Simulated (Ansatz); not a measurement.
This geometry of C2H4AlNO (9 atoms, charge 0, multiplicity 1) is a first-order saddle point.

Method: RKS PBE0-D4/6-31G (Ansatz 0.2.0).

```xyz
9
Properties=species:S:1:pos:R:3
N 1.421 2.363 -0.401
C 1.022 1.197 -0.533
C 0.752 -0.092 -0.631
O 0.168 -0.819 0.379
Al -1.301 -1.526 0.959
H 0.812 3.137 -0.690
H 1.021 -0.634 -1.531
H -2.646 -1.340 0.102
H -1.160 -2.331 2.329
```

**Question.** Which two structures does it join? (They come from a converged band through this point; their orientation in space is the band's.)

**Answer.** No bond is made or broken. The dihedral H7–C3–O4–Al5 goes from -173 to 6°.

Initial state:

```xyz
9
Properties=species:S:1:pos:R:3
N 0.469 2.174 -1.111
C 0.715 0.983 -0.873
C 1.082 -0.222 -0.470
O 0.375 -0.992 0.414
Al -1.077 -1.175 1.341
H -0.118 2.417 -1.917
H 1.990 -0.672 -0.850
H -2.265 -0.116 1.142
H -1.083 -2.442 2.309
```

Final state:

```xyz
9
Properties=species:S:1:pos:R:3
N 0.528 2.705 -0.958
C 0.445 1.483 -0.794
C 0.497 0.187 -0.536
O -0.271 -0.391 0.435
Al -0.618 -1.852 1.291
H -0.092 3.173 -1.628
H 1.156 -0.450 -1.121
H 0.189 -3.177 0.881
H -1.745 -1.724 2.412
```

**Question.** How far does it lie above each of them?

**Answer.** 0.092 eV above the first and 0.091 eV above the second. This is the barrier of this one path; another mechanism may lie lower. Limits of this set-up: no polarisation functions.

Time of the run: 2.3 min on 1 thread of Arm Neoverse V1, with other jobs on the host, peak memory 0.13 GiB.
